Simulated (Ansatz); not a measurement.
Program: Ansatz 0.2.0.

B2FH5Si, SMILES `BB[SiH2]F`. Total charge 0; spin multiplicity 1. Geometry: relaxed with PBE0-D4/def2-TZVP. It is one conformer, not always the lowest.

```xyz
9

B     0.685   -0.749   -1.455
B     0.154   -0.788    0.067
Si   -0.547    0.837    1.010
F    -0.523    2.161    0.100
H    -0.052   -0.920   -2.387
H     1.827   -0.496   -1.722
H     0.135   -1.775    0.750
H    -1.959    0.612    1.422
H     0.280    1.118    2.216
```

What is the dipole moment at ωB97M-V/def2-TZVPP? (Estimate.)

The calculation gave: 1.46 D, with components (0.12, -1.36, 0.53) D in this frame, pointing from negative to positive charge.

And with PBE, r2SCAN, B3LYP? (An estimate is asked.)

The calculation gave: PBE 1.34 D, r2SCAN 1.40 D, B3LYP 1.48 D.

Give the Mulliken charges with ωB97M-V, B3LYP, PBE in def2-TZVPP. (Estimate.)

The calculation gave: 
```
atom  ωB97M-V  B3LYP    PBE
  B1    -0.20  -0.11  -0.10
  B2    -0.11  -0.04  -0.02
 Si3     0.42   0.48   0.43
  F4    -0.32  -0.33  -0.29
  H5     0.09   0.05   0.04
  H6     0.09   0.05   0.04
  H7     0.11   0.06   0.05
  H8    -0.04  -0.08  -0.07
  H9    -0.04  -0.08  -0.07
```

B3LYP here is the variant with VWN-RPA as its local correlation; programs differ in this.
